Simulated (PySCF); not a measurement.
BiH5, SMILES [BiH5]. Atoms are numbered in the order given.

```xyz
6

Bi     0.0000     0.0000     0.0000
H      0.0000     0.0000     1.8661
H      0.0000     0.0000    -1.8661
H      1.7992     0.0000     0.0000
H     -0.8996     1.5582     0.0000
H     -0.8996    -1.5582     0.0000
```
Charge 0, spin multiplicity 1.

Geometry: B3LYP-D3(BJ)/def2-TZVP. The def2 effective core potentials stand for the cores of Bi; spin–orbit coupling is left out.

Level of theory: HF/def2-TZVPD in PySCF.

Mulliken values depend strongly on the basis, most of all with diffuse functions as here. ESP charges are fitted to the potential on shells at 1.4 to 2.0 van der Waals radii. Atomic charges (e):

```json
[
 {"atom": "Bi1", "Mulliken": "0.15", "ESP fit": "0.67"},
 {"atom": "H2", "Mulliken": "-0.08", "ESP fit": "-0.23"},
 {"atom": "H3", "Mulliken": "-0.08", "ESP fit": "-0.23"},
 {"atom": "H4", "Mulliken": "0.01", "ESP fit": "-0.07"},
 {"atom": "H5", "Mulliken": "0.01", "ESP fit": "-0.07"},
 {"atom": "H6", "Mulliken": "0.01", "ESP fit": "-0.07"}
]
```
